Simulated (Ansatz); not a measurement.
Job for Ansatz (an electronic-structure program): R-B3LYP/def2-TZVPPD on C2H6ClF (a complex). Files ending in .json are basis or fitting sets from the Basis Set Exchange.

Ansatz 0.2 input:
```yaml
crystal:
  periodic: [false, false, false]
  atoms:
    - {symbol: C, position_ang: [-0.57559827, -0.12754551, -0.26769567]}
    - {symbol: F, position_ang: [0.33471154, -1.13373242, 0.06467299]}
    - {symbol: H, position_ang: [-1.44611109, -0.59052219, -0.73301743]}
    - {symbol: H, position_ang: [-0.86134994, 0.39414884, 0.64465849]}
    - {symbol: H, position_ang: [-0.09280936, 0.55699677, -0.96554066]}
    - {symbol: C, position_ang: [0.70464265, -0.91926058, 3.40704521]}
    - {symbol: Cl, position_ang: [-0.44956732, 0.45788454, 3.51959093]}
    - {symbol: H, position_ang: [0.77944182, -1.21072720, 2.36483891]}
    - {symbol: H, position_ang: [1.66417549, -0.58345657, 3.78800038]}
    - {symbol: H, position_ang: [0.31557310, -1.73207091, 4.01248102]}
basis:
  gaussian:
    orbitals: def2-TZVPPD.json
hamiltonian:
  xc: {name: B3LYP}
scf: {lower_state_search: off}
```

Problem. Predict the final total energy.

Solution. -639.9719 hartree.
